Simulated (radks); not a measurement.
The numbers below are computed, except where a source is named.
The antimony anion Sb3-, [Xe], held by a Watson sphere: a shell of charge +3 at radius R that stands for the Madelung well of a crystal (potential energy -3/R inside, -3/r outside, in hartree with lengths in bohr). Level of theory: scalar-relativistic Kohn-Sham, PBE, spin-unpolarised, spherical densities, finite nucleus; Fermi nuclear charge, rms radius of each element as measured or else 0.836 A^(1/3) + 0.57 fm (a radial shooting solver on a logarithmic mesh with Libxc functionals). Response by self-consistent Sternheimer equations with the Hartree and adiabatic LDA kernel, the relativistic mass of each level held fixed and spin-orbit coupling left out. The sphere does not respond.

| R (bohr) | e(4d) (eV) | e(5s) (eV) | e(5p) (eV) | <r> 5p (bohr) | sum of <r^2> (bohr^2) | X-ray form factor at sin(theta)/lambda = 0.1 1/angstrom | alpha (bohr^3) |
|---|---|---|---|---|---|---|---|
| 2.37 | -33.752 | -15.454 | -7.292 | 2.704 | 82.65 | 48.995 | 45.09 |
| 2.4 | -33.624 | -15.356 | -7.251 | 2.716 | 83.14 | 48.974 | 45.81 |
| 2.52 | -33.172 | -14.973 | -7.081 | 2.762 | 85.14 | 48.891 | 48.91 |
| 3.75 | -31.089 | -11.954 | -5.187 | 3.251 | 107.8 | 48.125 | 103.1 |
| 3.79 | -31.055 | -11.883 | -5.130 | 3.267 | 108.6 | 48.104 | 105.7 |
| 3.96 | -30.919 | -11.596 | -4.893 | 3.332 | 111.9 | 48.019 | 117.4 |
| 5.33 | -30.163 | -10.053 | -3.380 | 3.839 | 140.7 | 47.508 | 267.8 |
| 5.41 | -30.132 | -9.995 | -3.313 | 3.867 | 142.5 | 47.487 | 280.4 |
| 5.83 | -29.985 | -9.731 | -2.989 | 4.015 | 152.4 | 47.393 | 355.9 |
